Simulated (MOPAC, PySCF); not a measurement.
CH4OSi, SMILES `C=[SiH]O` (C–Si–O–H torsion 0°), neutral singlet in the gas phase. 

Z-matrix (Å, degrees):
```
Si
O 1 1.6328
H 2 0.9594 1 117.55
C 1 1.6894 2 127.67 3 -0.08
H 4 1.0827 1 125.19 2 0.00
H 4 1.0844 5 116.09 1 180.00
H 1 1.4709 2 107.01 3 179.93
```
Charge 0, spin multiplicity 1.

All levels are single points at this geometry (PBE0-D3(BJ)/def2-TZVP); Pople sets use spherical d functions. Orbital energies aren't observables, and empty levels follow the basis.

HF/STO-3G in PySCF gives HOMO (eV) = -5.39.

Problem. Estimate the HOMO (eV) from each of these levels: PBE-D3(BJ)/def2-TZVP in PySCF; PBE0-D3(BJ)/def2-TZVP in PySCF; ωB97X-D3(BJ)/def2-TZVP in PySCF; B3LYP/3-21G in PySCF; B3LYP/6-311+G** in PySCF; B3LYP/6-31G* in PySCF; BP86/6-31G* in PySCF; M06-2X/6-31G* in PySCF; PBE/6-31G* in PySCF; HF/3-21G in PySCF; PM3 in MOPAC; PM6 in MOPAC.

Solution. 
```csv
level,HOMO (eV)
PBE-D3(BJ)/def2-TZVP in PySCF,-5.16
PBE0-D3(BJ)/def2-TZVP in PySCF,-6.20
ωB97X-D3(BJ)/def2-TZVP in PySCF,-8.51
B3LYP/3-21G in PySCF,-5.68
B3LYP/6-311+G** in PySCF,-6.08
B3LYP/6-31G* in PySCF,-5.69
BP86/6-31G* in PySCF,-4.94
M06-2X/6-31G* in PySCF,-7.01
PBE/6-31G* in PySCF,-4.85
HF/3-21G in PySCF,-8.32
PM3 in MOPAC,-7.99
PM6 in MOPAC,-8.14
```
